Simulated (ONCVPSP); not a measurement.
## What one change does to a pseudopotential (rhenium, ONCV)

- Element: rhenium (Re)
- Generator: ONCVPSP 4.0.1
- Type: optimised norm-conserving Vanderbilt (ONCV)
- Functional: PBE
- Relativity: fully relativistic
- Frozen core: [Kr] 4d10 4f14
- Valence charge: 15
- Reference configuration: 5s2 5p6 5d5 6s2
- Partial waves: 5s+6s: rc 1.75 bohr, ncon 4, nbas 8, qcut 8.3 1/bohr, 3 projectors, debl 2.5 Ha; 5p: rc 1.45 bohr, ncon 3, nbas 6, qcut 8.5 1/bohr, 2 projectors, debl 3.6 Ha; 5d: rc 1.80 bohr, ncon 4, nbas 9, qcut 5.2 1/bohr, 2 projectors, debl 2.6 Ha
- Local potential: polynomial inside 1.00 bohr (lpopt 4, dvloc0 2 Ha)
- Core correction: Teter function, fcfact 3.75, rcfact 1.3

Open shells are filled in proportion to 2j + 1.

All-electron outer shells of the reference configuration (PBE, scalar-relativistic, ld1.x):

```tsv
shell	level (eV)	outermost node (bohr)	outermost maximum (bohr)
5s	-85.25	0.52	0.93
5p	-47.01	0.56	1.06
4f	-42.31	–	0.41
6s	-5.94	1.24	2.57
5d	-5.37	0.62	1.41
```

Change: s: qcut 6.5.

Cutoffs: the cutoffs (Ha) at which the residual kinetic energy of the hardest occupied pseudo-wave falls to 1 and 0.1 mHa per electron; they do not see the model core or the augmentation charge, which bear on the density cutoff. Errors are all-electron minus pseudo energies relative to the spin-unpolarised reference configuration.

Question: Predict the effect on cutoff, ghosts and configuration errors.

Answer: The potential gets neither clearly harder nor softer (27 Ha and 79 Ha → 27 Ha and 79 Ha); the p channel sets the loose cutoff, while the largest relative change is in s, which becomes softer; of the 4 tests that both files solve, the error grows in 2 and shrinks in 1 by more than 15 % and 0.3 meV (median size 0.7 → 1.5 meV); neither file shows a bound ghost.

```tsv
quantity	base	changed
cutoff, loose	27 Ha	27 Ha
cutoff, tight	79 Ha	79 Ha
loose cutoff by channel	s 22 Ha, p 27 Ha, d 15 Ha	s 16 Ha, p 27 Ha, d 15 Ha
bound ghosts	none	none
GHOST(+) flags under 300 eV	none	s at 296.1 eV
error for 5s2 5p6 5d5 6s1, meV [ΔE 9.26 eV]	+0.1	-0.6
error for 5s2 5p6 5d5 6s0, meV [ΔE 25.58 eV]	+1.3	-2.7
error for 5s2 5p6 5d4 6s0, meV [ΔE 52.70 eV]	+5.5	+2.3
error for 5s2 5p6 5d5 6s1.5, meV [ΔE 3.78 eV]	0.0	-0.1
s: phases at 1.77 bohr within 0.05 rad from the reference energy up to (Ha; the scan ends near 5)	to the end of the scan	to the end of the scan
p3/2: phases at 1.47 bohr within 0.05 rad from the reference energy up to (Ha; the scan ends near 5)	to the end of the scan	to the end of the scan
p1/2: phases at 1.47 bohr within 0.05 rad from the reference energy up to (Ha; the scan ends near 5)	to the end of the scan	to the end of the scan
d5/2: phases at 1.83 bohr within 0.05 rad from the reference energy up to (Ha; the scan ends near 5)	to the end of the scan	to the end of the scan
d3/2: phases at 1.83 bohr within 0.05 rad from the reference energy up to (Ha; the scan ends near 5)	to the end of the scan	to the end of the scan
rms error of d²Exc/dni dnj with the model core, mHa	4.15	3.98
```
